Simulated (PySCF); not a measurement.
## NMR data sheet: C₅H₈NP

```
Formula                               : C5H8NP
SMILES                                : C/C=P/CCC#N
Point group of the computed structure : Cs
Carbon signals                        : 5
Proton signals                        : 4
```

Atom-mapped SMILES (the numbers label the heavy atoms): `[CH3:1]/[CH:2]=[P:3]/[CH2:4][CH2:5][C:6]#[N:7]` (H(Xn): hydrogen on atom n).

In vacuum, rapidly exchanging positions averaged, a single conformation, relativity neglected. Geometry: GFN2-xTB; σ from GIAO-PBE0/pcSseg-1; PySCF 2.14.0 with density-fitted response routines.

Shifts are taken against calculated references (same method and geometry level): TMS for ¹H (σref 31.72) and ¹³C (σref 186.93); ³¹P (σref 318.38) vs H3PO4; ¹⁵N (σref 267.73) against NH3.

```tsv
carbon	δC, type	δH (multiplicity)	HMBC from (2–3 bonds)	span of the C tensor (ppm)
C1	26.2, CH3	2.52 (m)	H(C2)	40
C2	209.3, CH	9.45 (m)	H(C1), H(C4)	394
C4	31.5, CH2	2.46 (m)	H(C2), H(C5)	44
C5	15.8, CH2	2.32 (m)	H(C4)	27
C6	124.4, C	–	H(C4), H(C5)	352
```

Other nuclei:
```tsv
atoms	nucleus	environment	δ (ppm)	σ (ppm)
P3	³¹P	phosphorus bonded to 2 C	278.2	40.2
N7	¹⁵N	nitrile nitrogen	298.6	-30.8
```

- δC 209.3: carbon double-bonded to a heavier main-group atom.
- δC 124.4: nitrile carbon; C≡N carbons fall here, among the sp2 signals but without a proton.
- δC 26.2: methyl carbon; aliphatic region, no heteroatom directly attached.
- δC 15.8: sp3 CH2 α to a nitrile; saturated and bonded to C and H only.
- δH 9.45: hydrogen on a carbon double-bonded to a heavier main-group atom.

Splittings by ³¹P in the carbon and heteronuclear signals aren't shown, as no couplings were computed. Shifts are as computed. Against solution values, carbons near 30 ppm lie about +3 ppm off and those near 130 ppm about +5 ppm. Of 1211 compounds with measured shifts, 218 miss one by over three times the rms of a fit or turn the order of signals round; such compounds aren't used in these exercises. Experimental scales use liquid or dissolved standards, which lie at an offset from isolated NH3 (liquid NH3: subtract about 20 ppm) and H3PO4. Unscaled 15N shifts of sp2 nitrogen come out 20 to 40 ppm too high even then. Multiplicities follow the n + 1 count of equivalent neighbours, as no J values were calculated; m marks all less simple cases, F and P coupling included.
